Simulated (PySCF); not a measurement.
## Field gradients at the hydrogen positions

Species: CH8F2O2Si3.
Atom-mapped SMILES: `[F:1][CH:2]([F:3])[SiH2:4][O:5][SiH2:6][O:7][SiH3:8]` (hydrogens: H9 on C2; H10, H11 on Si4; H12, H13 on Si6; H14, H15, H16 on Si8)

Structure used (GFN2-xTB), in Å, numbered top down from 1:
```
atom  x, y, z in Å
F1    -0.793   -0.106   -1.991
C2    -1.530    0.514   -1.023
F3    -2.624    1.019   -1.663
Si4   -2.024   -0.744    0.365
O5    -0.691   -1.117    1.179
Si6    0.896   -1.227    1.552
O7     1.718   -0.035    0.855
Si8    2.182    1.214   -0.078
H9    -0.936    1.376   -0.685
H10   -2.532   -1.946   -0.281
H11   -2.928   -0.051    1.276
H12    1.372   -2.488    1.007
H13    0.952   -1.017    2.989
H14    1.429    2.384    0.384
H15    1.890    0.885   -1.468
H16    3.612    1.348    0.189
```

Level: PBE0/pcSseg-1 (PySCF, non-relativistic); Q(2H) = 0.00286 b; rigid geometry, the same for H and D, with no vibrational averaging.

Q: Give the electric field gradient Vzz (the principal value of largest size), its asymmetry and the 2H coupling at each hydrogen.

A: 
| atom | bonded to | bond length (Å) | Vzz (au) | η | χzz (kHz) |
| --- | --- | --- | --- | --- | --- |
| H9 | C2 | 1.100 | 0.2734 | 0.06 | 184 |
| H10 | Si4 | 1.457 | 0.1623 | 0.02 | 109 |
| H11 | Si4 | 1.459 | 0.1607 | 0.00 | 108 |
| H12 | Si6 | 1.454 | 0.1636 | 0.01 | 110 |
| H13 | Si6 | 1.454 | 0.1636 | 0.01 | 110 |
| H14 | Si8 | 1.466 | 0.1571 | 0.03 | 106 |
| H15 | Si8 | 1.459 | 0.1602 | 0.02 | 108 |
| H16 | Si8 | 1.461 | 0.1613 | 0.02 | 108 |

Q: Average by the element that carries the hydrogen.

A: on C: 184 kHz over 1 position, mean bond length 1.100 Å; on Si: 108 kHz over 7 positions, mean bond length 1.458 Å.

Q: How does χzz go with the bond length over the 7 Si–H bonds?

A: A straight-line fit has a slope of -3.5 kHz for each 0.01 Å, with a correlation coefficient of -0.95, over lengths from 1.454 to 1.466 Å. The longer bonds have the smaller couplings here.

Q: A static deuteron (I = 1) shows a doublet split by (3/2)χ, (3/4)χ(1 + η) and (3/4)χ(1 − η) with the field along z, y and x of the gradient. What are these for H13?

A: With |χ| = 109.9 kHz and η = 0.007: 165, 83 and 82 kHz, to first order and without motion.

Geometry: GFN2-xTB, one conformer, isolated molecule. GFN2-xTB bond lengths can be off by several hundredths of an ångström, more for odd bonds, and the gradients follow them. With so small a basis the couplings can be 20 % off.

The run behind these numbers computed NMR shieldings as well. Hardware: one thread of an Arm Neoverse V2, shared host with 192 logical CPUs at a one-minute load of 169. Cost: 44 s (grids of density and orbitals included), 0.88 GiB resident at most.
